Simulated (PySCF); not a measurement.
C5H8ClF3Si.
Z-matrix (Å and degrees, GFN2-xTB geometry), rows numbered from 1:
```
F 
C   1  1.3467
F   2  1.3486  1  106.03
F   2  1.3486  1  106.03  3   112.34
Si  2  1.9550  1  111.53  3  -123.79
C   5  1.9050  2  108.58  1  -179.99
Cl  6  1.8003  5  103.12  2   179.94
C   6  1.5368  5  118.14  2   -52.99
C   8  1.5354  6   88.79  5   107.81
C   9  1.5354  8   89.49  6    14.19
H   5  1.4591  2  104.48  1   -61.49
H   5  1.4593  2  104.52  1    61.44
H   8  1.0882  6  116.48  5   -11.68
H   8  1.0878  6  112.00  5  -138.20
H   9  1.0868  8  112.59  6  -100.19
H   9  1.0868  8  115.96  6   133.07
H  10  1.0882  6  116.37  5    11.69
H  10  1.0879  6  112.04  5   138.27
```

Definitions: NICS(0) = −σiso at the ring centroid; NICS(1) = −σiso and NICS(1)zz = −σzz at ±1 Å along the ring normal z. Level: GIAO PBE0/pcSseg-1 (PySCF, non-relativistic, gas phase) on the GFN2-xTB geometry, one conformer.

Ring bond lengths (Å), with Mayer bond orders in brackets: C6–C8 1.537 (0.95), C8–C9 1.535 (1.04), C9–C10 1.535 (1.04), C10–C6 1.537 (0.95).

Task: What do the NICS probes read (ppm)?

Result: 
```csv
ring,type,NICS(0),"NICS(1), two faces","NICS(1)zz, two faces",rms pucker (Å),"centre to ring atoms, mean (Å)"
C6–C8–C9–C10,4-membered carbocycle; formal bonds all single,-0.9,0.6 / -1.9,5.0 / -2.0,0.10,1.08
```

Task: What can be read from them?

Result: 
- C6–C8–C9–C10: mean NICS(1)zz 1.5 ppm, near zero. C6, C8, C9, C10 have four or more neighbours; no verdict on aromaticity is drawn. The two faces differ by 7.0 ppm, so no symmetry operation interchanges them.

Task: At the second NICS(1) probe listed for ring C6–C8–C9–C10, 1 Å off the ring, how large is the induced field along the normal in 11.7 T applied along it?

Result: NICSzz × B0 = -2.0 ppm × 11.7 T = -23 μT, against the applied field.

Task: Give the inner angles of the rings and the Hirshfeld charges of the ring atoms.

Result: 
- C6–C8–C9–C10: C6 89.4° (-0.034 e), C8 88.8° (-0.077 e), C9 89.5° (-0.070 e), C10 88.8° (-0.077 e); sum 356.5° against 360° for a flat convex ring.
